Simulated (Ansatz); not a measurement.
Ge5Se, relaxed as a singlet with RKS r2SCAN-D4/def2-SVP in Ansatz, starting from the GFN2-xTB geometry. Force threshold 0.02 eV/Å.

Another isomer (singlet) lies 0.04 eV lower at PBE0-D4/def2-TZVP; other spin states weren't run for this one.

Start:

```xyz
6

Ge    0.4081   -1.3859   -0.0900
Ge    0.7925    1.1731   -0.6965
Ge   -0.5777    0.1394   -2.2849
Ge    1.8127    0.2531    1.4210
Ge   -1.9298   -0.1489   -0.2293
Se   -0.5058   -0.0308    1.8797
```

```
step   energy (eV)  largest force component (eV/Å)  SCF passes
   1  -347899.9972                           0.916          20
   2  -347900.0723                           0.238          23
   3  -347900.0830                           0.077          22
   4  -347900.0843                           0.024          23
   5  -347900.0846                           0.046          23
   6  -347900.0849                           0.023          25
   7  -347900.0851                           0.011          24
```

Force components are those of the run's own axes.

End:

```xyz
6

Ge    0.458   -1.476   -0.102
Ge    0.810    1.136   -0.695
Ge   -0.598    0.162   -2.289
Ge    1.819    0.327    1.420
Ge   -1.955   -0.090   -0.232
Se   -0.534   -0.059    1.898
```

By distances, no bond broke or formed. The bond that changes most is Ge1–Ge5, from 2.65 to 2.79 Å (atoms count from 1).

No frequencies were taken in this run, so the end may be a saddle point.

Run time 38 s (4 threads of Arm Neoverse V2 on a shared host).
